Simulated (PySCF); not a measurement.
Ti²⁺ (titanium, charge +2) across methods

[Ar] 3d1 4p1, one real determinant (an excited configuration). Computed with PySCF 2.14 in def2-QZVPPD (11s6p5d3f2g, 93 functions), with no relativity, point nucleus.

```csv
method,E (hartree),mean ε 3p β (eV),mean ε 3d α (eV),mean ε 4p α (eV),Σ⟨r²⟩ (bohr²),⟨S²⟩
M06,-848.209,-63.983,-28.344,-15.943,24.89,2.000
wB97M-V,-848.210,-66.328,-31.462,-17.461,25.05,2.000
PBE0,-848.062,-63.856,-29.145,-16.145,24.93,2.001
LDA,-846.176,-61.153,-26.882,-15.547,24.67,2.000
BHandHLYP,-848.265,-66.386,-31.291,-16.561,25.01,2.001
PBE,-848.015,-61.106,-26.972,-15.569,24.80,2.000
CAM-B3LYP,-848.286,-65.262,-30.688,-17.080,24.84,2.001
UHF,-847.39273,-70.751,-34.921,-17.413,25.68,2.002
r2SCAN,-848.215,-62.007,-27.383,-15.542,24.93,2.001
```

⟨L²⟩ = 8.01 against 12 for a pure F term, so this real determinant mixes terms.
